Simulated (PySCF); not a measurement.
Si(Et)2(OH)(NH2), SMILES CC[Si](N)(O)CC (C₄H₁₃NOSi) (GFN2-xTB optimised geometry):

```
20

C      0.989     0.152     1.210
C      0.393    -0.560     0.000
Si    -1.514    -0.560     0.000
N     -2.053    -1.365     1.426
O     -2.075     0.987     0.000
C     -2.214    -1.527    -1.485
C     -1.879    -0.898    -2.834
H      0.723    -0.372     2.125
H      2.075     0.193     1.145
H      0.611     1.169     1.281
H      0.762    -0.074    -0.905
H      0.769    -1.582    -0.027
H     -3.033    -1.581     1.504
H     -1.717    -1.022     2.311
H     -1.870     1.582    -0.717
H     -1.842    -2.550    -1.472
H     -3.298    -1.593    -1.391
H     -2.292     0.107    -2.904
H     -0.801    -0.835    -2.972
H     -2.290    -1.487    -3.652
```

Calculation: PBE0/def2-SVP (PySCF).

Question: What are the frontier orbital energies and the dipole moment?

Answer: HOMO-2 -8.43 eV, HOMO-1 -7.38 eV, HOMO -7.19 eV, LUMO 1.28 eV, LUMO+1 1.84 eV; dipole moment 0.69 D.

On the same geometry PBE/def2-SVP (PySCF) gives HOMO-2 -6.91 eV, HOMO-1 -5.97 eV, HOMO -5.62 eV, LUMO 0.40 eV, LUMO+1 0.96 eV; dipole moment 0.63 D.

Meta-Löwdin charges at PBE0/def2-SVP: C1 -0.29, C2 -0.43, Si3 1.14, N4 -0.69, O5 -0.73, C6 -0.43, C7 -0.29, H8 0.09, H9 0.10, H10 0.09, H11 0.10, H12 0.11, H13 0.21, H14 0.21, H15 0.33, H16 0.11, H17 0.10, H18 0.09, H19 0.09, H20 0.10.
